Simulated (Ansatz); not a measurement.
Program: Ansatz. Geometries: PBE0-D4/def2-TZVP. ΔE: electronic, gas phase. CBS: MP2 limit from def2 TZ/QZ plus the TZ coupled-cluster correction, frozen cores. DFT in def2-TZVPP. For Ga outer-core shells are correlated without core-valence functions, which leaves a few kJ/mol of doubt a bond. Scalar relativity is left out up to krypton. One conformer a species, not always the lowest.

Consider the redistribution: `O=[CH][GaH][SiH3]` + `FB1CC1F` → `O=[CH][GaH][F]` + `FB1CC1[SiH3]`.

CCSD(T)/CBS gives -48.3 kcal/mol.

(1) Another level gave -44.4 kcal/mol. Which?
A. PBE0-D4/def2-TZVPP
B. CCSD(T)/def2-TZVPP
C. ωB97X-V/def2-TZVPP
D. PBE/def2-TZVPP

Largest T1 diagnostic among the species: 0.017.

Answers

(1) A. PBE0-D4 -44.4, ωB97X-V -47.1, CCSD(T)/def2-TZVPP -48.7, PBE -42.2 kcal/mol.

From PBE to PBE0 (25 % exact exchange), in def2-TZVPP and without D4, ΔE moves by −2.0 kcal/mol.

CCSD(T)/CBS has its own doubt, a few kJ/mol and more with outer-core shells, so smaller differences from it don't rank the levels.
